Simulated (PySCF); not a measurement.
System: HfH4, net charge 1, doublet state. The spin state was set by rule; other spins were not relaxed. 
Coordinates optimised at B3LYP-D3(BJ)/def2-TZVP (Ansatz):
```
Hf
H 1 1.7883
H 1 1.7883 2 100.45
H 1 1.9556 2 99.18 3 -101.20
H 1 1.9556 2 99.18 3 101.20
```
Charge +1, spin multiplicity 2.

Dispersion corrections to the total energy (kcal/mol) from the dftd3 and dftd4 libraries through PySCF: D3(BJ) without and D4 with the three-body term, each with the damping fitted for the functional named.

| functional | D3(BJ) | D4 |
|---|---|---|
| BLYP | -2.52 | ___ |
| revPBE | -2.55 | ___ |
| B2GP-PLYP | -1.27 | ___ |
| TPSS | -1.41 | -1.14 |
| B3LYP | -2.11 | -1.39 |
| PBE0 | -0.98 | -0.71 |
| CAM-B3LYP | -0.97 | -0.73 |

Problem. Fill in the missing entries.

Solution. 
- BLYP, D4: -1.86
- revPBE, D4: -2.30
- B2GP-PLYP, D4: -0.35
